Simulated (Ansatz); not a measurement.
Consider the cleavage of the Si–Si bond: `O[SiH](F)[SiH2]S` + `O[SiH](F)F` → `F[SiH](F)O[SiH2]S` + `O[SiH2]F`.

Program: Ansatz. Geometries: PBE0-D4/def2-TZVP. ΔE: electronic, gas phase. CCSD(T)/CBS is the MP2 limit (def2-TZVPP, def2-QZVPP) plus CCSD(T) − MP2 in def2-TZVPP, frozen cores. DFT in def2-TZVPP. B3LYP here is the variant with VWN-RPA as its local correlation; programs differ in this. Each species was taken in one conformer, which may not be the lowest.

CCSD(T)/CBS gives -121.6 kJ/mol.

**Question.** Another level gave -116.6 kJ/mol. Which?
A. ωB97X-V/def2-TZVPP
B. B3LYP/def2-TZVPP
C. PBE/def2-TZVPP
D. PBE0-D4/def2-TZVPP

**Answer.** A. ωB97X-V -116.6, PBE0-D4 -101.0, B3LYP -122.1, PBE -91.6 kJ/mol.

Largest T1 diagnostic among the species: 0.013.

The D4 term adds +3.7 kJ/mol with B3LYP and +1.9 kJ/mol with PBE0; it sums over pairs of atoms, weighted by their polarisabilities, and B3LYP, whose exchange is more repulsive, gets the larger term. In def2-TZVPP, CCSD(T) changes the Hartree–Fock value by +31.4 kJ/mol (the triples alone add +5.1 kJ/mol) and MP2 by +25.0 kJ/mol. From PBE to PBE0 (25 % exact exchange), in def2-TZVPP and without D4, ΔE moves by −11.3 kJ/mol.
